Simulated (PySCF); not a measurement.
Job for PySCF: R-M06-2X/6-31G* on CH3F (SMILES CF).

```python
from pyscf import gto, scf, dft, mp
from pyscf.data.elements import chemcore

mol = gto.M(
    atom='''
    C    -0.49279672   -0.72917343    3.67973502
    F     0.34653352    0.26373972    3.18173847
    H    -0.10355472   -1.70051019    3.37401466
    H    -0.51232778   -0.65326777    4.76715204
    H    -1.49214756   -0.57821938    3.27099969
    ''',
    basis='6-31g*',
    cart=True,
    charge=0, spin=0, verbose=3, max_memory=1800)
mf = dft.RKS(mol, xc='m062x')
mf.conv_tol = 1e-8
mf.max_cycle = 100
mf.kernel()
if not mf.converged:
    mf = mf.newton().run(mf.mo_coeff, mf.mo_occ)
```

Output:

```
converged SCF energy = -139.670890468374
```

The run converged.

Cost: very roughly 1.5 core-seconds.
